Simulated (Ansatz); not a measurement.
AlHg, multiplicity 2 (lowest of 2S+1 = 2, 4 at CCSD(T)/def2-TZVPP on PBE0 minima; our sources give no spin for the ground state, which may be another), most abundant isotopes (201.9706 and 26.9815 u). Constants from fifth-degree fits in 1/R to seven points on the lowest solution found; no spin–orbit coupling, no relativity up to Kr; ω_e x_e and α_e move by some per cent with the fit.

Correlated levels freeze the inner cores; with def2 sets outer-core shells near the valence are correlated too.

Programs: Ansatz (Gaussian orbitals). Each number belongs to the level named beside it. In def2 rows elements past Kr take small-core potentials, without spin–orbit coupling.

```tsv
level	r_e (Å)	ω_e (cm⁻¹)	ω_e x_e (cm⁻¹)	α_e (cm⁻¹)
PBE/def2-TZVPP	2.7563	152.8	1.83	0.00114
CCSD(T)/def2-TZVPP	2.8723	103.6	2.75	0.00201
```

### Question
Derive the rotational constants, the centrifugal constant, the fundamental, the zero-point energy and the force constant.

### Answer

μ = 23.80182 u.
- PBE/def2-TZVPP: B_e = 16.8576/(μ r_e²) = 0.093228 cm⁻¹; B₀ = B_e − α_e/2 = 0.092657 cm⁻¹; D = 4B_e³/ω_e² = 1.39e-07 cm⁻¹; fundamental ω_e − 2ω_e x_e = 149 cm⁻¹; zero-point energy ω_e/2 − ω_e x_e/4 = 76 cm⁻¹; k = μ(2πcω_e)² = 32.7 N/m
- CCSD(T)/def2-TZVPP: B_e = 16.8576/(μ r_e²) = 0.085846 cm⁻¹; B₀ = B_e − α_e/2 = 0.084842 cm⁻¹; D = 4B_e³/ω_e² = 2.36e-07 cm⁻¹; fundamental ω_e − 2ω_e x_e = 98 cm⁻¹; zero-point energy ω_e/2 − ω_e x_e/4 = 51 cm⁻¹; k = μ(2πcω_e)² = 15.0 N/m

Ansatz is a first-principles code.
